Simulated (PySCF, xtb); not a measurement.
CF2, SMILES F[C]F (connectivity only; charge and spin as stated), charge +1, multiplicity 2.

Coordinates come from a PBE0-D3(BJ)/def2-TZVP optimisation. The isomer is the one that the SMILES or the coordinates give; other isomers of the formula were not compared.

These are C-PCM-ωB97X/def2-SVP (PySCF) values and carry that method's errors.

The values are the electrostatic part of the solvation free energy, E(continuum) − E(gas) at the gas-phase geometry, in a cavity of scaled van der Waals radii (PySCF's table); cavitation and dispersion terms are not included.

```json
[
 {"solvent": "water", "ε": "78.36", "ΔG(elec) (kcal/mol)": "-74.1"},
 {"solvent": "n-hexane", "ε": "1.88", "ΔG(elec) (kcal/mol)": "-35.1"},
 {"solvent": "benzene", "ε": "2.27", "ΔG(elec) (kcal/mol)": "(withheld)"}
]
```

Question: Some entries are withheld; supply them. (The exact figures need the calculation; the answer reports its results.)

Answer: 
- benzene, ΔG(elec) (kcal/mol): -42.0

For comparison, GFN2-xTB/ALPB(water) (xtb, at the GFN2-xTB geometry, all terms of that model) gives -72.7 kcal/mol.
